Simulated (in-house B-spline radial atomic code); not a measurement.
# Fe IV (Fe3+): [Ar] 3d4 4p1 (an excited or competing configuration)

Level of theory: non-relativistic SCAN, spin-polarised, spherical fractional occupations, point nucleus; calculated with an all-electron radial atomic-structure program (B-spline basis).

Effective charges: Z_r = [3n² - l(l+1)]/(2<r>) from the radius, Z_e = n√(-2ε) from the energy, and Slater's rules. Values are occupation-weighted means over spin.

| shell | electrons | ε (eV) | <r> (bohr) | Z_r | Z_e | Slater |
| --- | --- | --- | --- | --- | --- | --- |
| 1s | 2 | -7005.3 | 0.05916 | 25.35 | 22.69 | 25.70 |
| 2s | 2 | -864.85 | 0.2694 | 22.27 | 15.95 | 21.85 |
| 2p | 6 | -751.42 | 0.2366 | 21.14 | 14.86 | 21.85 |
| 3s | 2 | -141.16 | 0.804 | 16.79 | 9.66 | 14.75 |
| 3p | 6 | -106.92 | 0.8347 | 14.97 | 8.41 | 14.75 |
| 3d | 4 | -54.617 | 0.9206 | 11.41 | 6.01 | 6.95 |
| 4p | 1 | -27.716 | 2.464 | 9.33 | 5.71 | 5.80 |

The least bound orbital is 4p up at -27.72 eV, and it is also the most diffuse (<r> = 2.464 bohr).
